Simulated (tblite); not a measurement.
A geometry optimisation, step by step.

C₇H₁₃N₃.
Numbering: `[CH3:1][n:2]1[cH:3][c:4]([C:5]([CH3:6])([CH3:7])[CH3:8])[n:9][n:10]1` (hydrogens: H11, H12, H13 on C1; H14 on C3; H15, H16, H17 on C6; H18, H19, H20 on C7; H21, H22, H23 on C8)

Computed with GFN2-xTB (tblite), gas phase: L-BFGS steps from a force-field or distance-geometry start until the largest atomic force falls under 0.01 eV/Å. 4 of its 130 geometries are shown.

Step 0: E = -826.1254 eV, largest atomic force 1.814 eV/Å
```
atom  x, y, z in Å  |  force x, y, z in eV/Å
C1      3.740   -0.356   -0.218    0.177   1.201   0.734
N2      2.367    0.055    0.050    0.176   0.034   0.352
C3      1.216   -0.500   -0.339   -0.717  -1.183  -1.022
C4      0.193    0.263    0.177    0.581  -0.260   0.430
C5     -1.277    0.093    0.064   -0.243   0.526  -0.505
C6     -1.741    0.878   -1.155   -0.206   1.612  -0.352
C7     -1.716   -1.337   -0.126   -0.867  -0.740   0.553
C8     -1.893    0.621    1.334    0.229   0.456   1.741
N9      0.777    1.239    0.897    1.064  -0.079  -0.096
N10     2.061    1.110    0.818   -0.102   0.274   0.048
H11     4.236   -0.688    0.731   -0.537  -0.002  -0.807
H12     3.826   -1.095   -1.017   -0.283   0.092   0.331
H13     4.270    0.576   -0.516   -0.163  -0.594   0.038
H14     1.103   -1.370   -0.970    0.402   0.183   0.139
H15    -2.283    1.816   -0.849    0.384  -0.957  -0.319
H16    -2.396    0.262   -1.776    0.215   0.389  -0.061
H17    -0.855    1.229   -1.714   -0.580  -0.275  -0.115
H18    -1.251   -1.847   -0.977    0.030   0.103   0.460
H19    -1.560   -1.842    0.843    0.132  -0.328  -0.717
H20    -2.817   -1.335   -0.304    0.719  -0.093   0.120
H21    -3.006    0.575    1.341    0.927  -0.108   0.045
H22    -1.565    1.673    1.550   -0.382  -0.900  -0.394
H23    -1.432    0.007    2.168   -0.955   0.649  -0.604
```

Step 43: E = -826.6016 eV, largest atomic force 0.183 eV/Å
```
atom  x, y, z in Å  |  force x, y, z in eV/Å
C1      3.700   -0.343   -0.207   -0.008  -0.041   0.016
N2      2.360    0.073    0.093    0.021   0.076  -0.073
C3      1.206   -0.521   -0.287    0.008   0.036   0.027
C4      0.209    0.281    0.236   -0.063   0.037  -0.093
C5     -1.278    0.133    0.090   -0.090   0.029  -0.046
C6     -1.744    0.930   -1.147    0.012  -0.005  -0.007
C7     -1.596   -1.350   -0.118    0.019   0.006  -0.054
C8     -1.998    0.635    1.344    0.075   0.031  -0.068
N9      0.817    1.301    0.880    0.002  -0.054   0.023
N10     2.087    1.168    0.793    0.026   0.021  -0.001
H11     4.157   -0.827    0.658   -0.026  -0.022   0.058
H12     3.673   -1.049   -1.036    0.044   0.042   0.001
H13     4.313    0.520   -0.471   -0.112   0.012  -0.002
H14     1.191   -1.416   -0.873   -0.008   0.006   0.026
H15    -1.893    1.983   -0.913    0.090  -0.092   0.066
H16    -2.685    0.526   -1.524    0.070   0.054   0.088
H17    -1.000    0.863   -1.940   -0.075  -0.027  -0.001
H18    -1.309   -1.655   -1.118    0.028  -0.112  -0.103
H19    -1.054   -1.953    0.601    0.017  -0.107   0.087
H20    -2.657   -1.539    0.009   -0.088   0.038  -0.022
H21    -3.077    0.650    1.172    0.170   0.007   0.067
H22    -1.648    1.636    1.582   -0.061  -0.005   0.040
H23    -1.777   -0.020    2.187   -0.051   0.069  -0.030
```

Step 86: E = -826.6742 eV, largest atomic force 0.036 eV/Å
```
atom  x, y, z in Å  |  force x, y, z in eV/Å
C1      3.723   -0.285   -0.159    0.002   0.000   0.002
N2      2.361    0.097    0.066    0.001  -0.001   0.003
C3      1.230   -0.560   -0.285    0.007  -0.006   0.014
C4      0.205    0.240    0.178    0.005   0.005  -0.022
C5     -1.282    0.087    0.059    0.006   0.012   0.016
C6     -1.764    0.934   -1.126   -0.004  -0.005  -0.001
C7     -1.654   -1.381   -0.165    0.010   0.017   0.012
C8     -1.934    0.604    1.344   -0.009  -0.013   0.006
N9      0.775    1.314    0.770   -0.009  -0.007  -0.009
N10     2.048    1.219    0.701   -0.011   0.016  -0.030
H11     4.114   -0.837    0.699   -0.007  -0.022  -0.001
H12     3.788   -0.908   -1.050    0.014   0.002   0.002
H13     4.318    0.617   -0.293   -0.002   0.000   0.005
H14     1.250   -1.496   -0.802   -0.005   0.011  -0.004
H15    -1.478    1.975   -0.988    0.000  -0.034   0.013
H16    -2.847    0.876   -1.204   -0.004   0.012  -0.019
H17    -1.330    0.575   -2.058    0.018   0.003  -0.006
H18    -1.263   -1.747   -1.112    0.002   0.027   0.001
H19    -1.255   -2.000    0.636   -0.012  -0.013   0.006
H20    -2.736   -1.490   -0.179    0.010   0.000   0.001
H21    -3.017    0.595    1.242   -0.008   0.019   0.019
H22    -1.597    1.618    1.544   -0.022  -0.022  -0.005
H23    -1.660   -0.021    2.191    0.018  -0.003  -0.002
```

Step 129: E = -826.6934 eV, largest atomic force 0.009 eV/Å
```
atom  x, y, z in Å  |  force x, y, z in eV/Å
C1      3.720   -0.310   -0.106   -0.001   0.004   0.000
N2      2.358    0.113    0.027    0.003  -0.003  -0.001
C3      1.230   -0.615   -0.148    0.005  -0.003  -0.005
C4      0.203    0.274    0.089    0.001  -0.001  -0.002
C5     -1.284    0.095    0.038    0.005   0.000   0.001
C6     -1.831    0.962   -1.103    0.002  -0.001   0.001
C7     -1.639   -1.373   -0.206   -0.004   0.001   0.002
C8     -1.880    0.567    1.368    0.000  -0.001  -0.002
N9      0.769    1.465    0.389   -0.001   0.006   0.000
N10     2.041    1.359    0.350    0.000   0.005   0.001
H11     3.929   -1.145    0.565    0.003  -0.002   0.008
H12     3.928   -0.616   -1.133    0.002  -0.001  -0.001
H13     4.355    0.536    0.155   -0.005  -0.001   0.000
H14     1.254   -1.651   -0.412    0.002  -0.004   0.000
H15    -1.545    1.998   -0.946    0.000   0.003   0.001
H16    -2.916    0.895   -1.141   -0.003   0.000  -0.003
H17    -1.429    0.632   -2.059   -0.001   0.002  -0.002
H18    -1.226   -1.719   -1.152   -0.007   0.006  -0.002
H19    -1.252   -2.001    0.593    0.002  -0.001   0.001
H20    -2.720   -1.490   -0.242   -0.006  -0.003   0.003
H21    -2.966    0.522    1.333    0.001  -0.005   0.002
H22    -1.572    1.590    1.564    0.001  -0.004   0.000
H23    -1.532   -0.061    2.186    0.002   0.005  -0.002
```

Problem. Summarise the path.

Solution. The energy falls by 0.5680 eV from step 0 to step 129; nine tenths of that is first reached at step 51. It falls at every step. The largest force goes from 1.814 to 0.009 eV/Å. Among the bonds C8–H23 changes most, from 1.134 to 1.088 Å; the atoms move by 0.462 Å rms after alignment.

Problem. Follow the three bonds and two angles with the largest change from start to end.

Solution. 
```tsv
step	E above end (eV)	largest force (eV/Å)	C8–H23 (Å)	C6–H15 (Å)	C8–H22 (Å)	C4–C3–H14 (°)	H18–C7–H19 (°)
0	0.5680	1.814	1.134	1.126	1.123	125.9	114.2
6	0.1944	0.233	1.090	1.089	1.086	131.1	108.2
11	0.1700	0.145	1.088	1.085	1.085	132.3	108.8
17	0.1565	0.114	1.088	1.086	1.087	134.5	108.7
22	0.1488	0.114	1.087	1.087	1.086	132.5	108.6
28	0.1398	0.118	1.088	1.085	1.086	132.8	108.6
34	0.1187	0.182	1.087	1.088	1.088	132.6	107.8
39	0.1051	0.085	1.088	1.087	1.087	132.8	109.0
45	0.0858	0.370	1.088	1.097	1.084	132.7	108.3
50	0.0576	0.180	1.088	1.088	1.087	132.8	108.7
56	0.0404	0.111	1.087	1.085	1.084	133.2	108.4
62	0.0286	0.065	1.088	1.087	1.086	132.9	108.8
67	0.0241	0.036	1.088	1.088	1.086	132.8	108.7
73	0.0225	0.049	1.087	1.087	1.086	133.1	108.5
79	0.0206	0.034	1.088	1.087	1.086	133.0	108.7
84	0.0196	0.037	1.088	1.087	1.086	133.1	108.6
90	0.0161	0.086	1.088	1.087	1.086	133.2	108.4
95	0.0137	0.053	1.088	1.088	1.087	133.0	108.9
101	0.0116	0.033	1.088	1.087	1.086	133.0	108.6
107	0.0078	0.061	1.088	1.087	1.086	133.3	108.6
112	0.0064	0.035	1.089	1.087	1.086	133.1	108.8
118	0.0041	0.056	1.088	1.087	1.086	133.2	108.8
123	0.0007	0.067	1.088	1.086	1.087	132.9	108.8
129	0.0000	0.009	1.088	1.087	1.087	133.1	108.7
```

What follows is the cost of the whole relaxation. The run took 0.83 s of wall time on one thread of an Arm Neoverse V2, shared host with 32 logical CPUs at a one-minute load of 45.
